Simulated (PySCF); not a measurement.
```xyz
5
charge 1 multiplicity 1, angstrom
Nb    0.0000    0.0000    0.0000
F    -1.0316   -1.0316   -1.0316
F    -1.0316    1.0316    1.0316
F     1.0316   -1.0316    1.0316
F     1.0316    1.0316   -1.0316
```

These are results of PBE0/[Nb def2-SVP with ECP28, F def2-SVP], scalar-relativistic core potentials, density fitting, no spin–orbit coupling, PySCF, not measurements.

This geometry of [NbF4]+ is a stationary point at this level.

Problem. What is the point group?

Solution. Td.

Problem. Is it a minimum?

Solution. Yes: all harmonic wavenumbers are real.

Problem. List the harmonic modes with their infrared intensities.

Solution. 
```csv
symmetry,ω (cm⁻¹),"IR (km/mol, summed over degenerate members)",type
e,190,0.0,bend
t2,191,63.7,bend
a1,802,0.0,stretch
t2,844,512,stretch
```

Problem. What are the dipole moment and the gap between the highest occupied and lowest empty levels?

Solution. 0.00 D about the centre of mass and 9.62 eV.

In Td the vibrations span e + 2t2 + a1. The a1, e modes carry no infrared intensity, as symmetry demands.

Stability towards spin polarisation was not tested. Other isomers or separated fragments may lie lower.
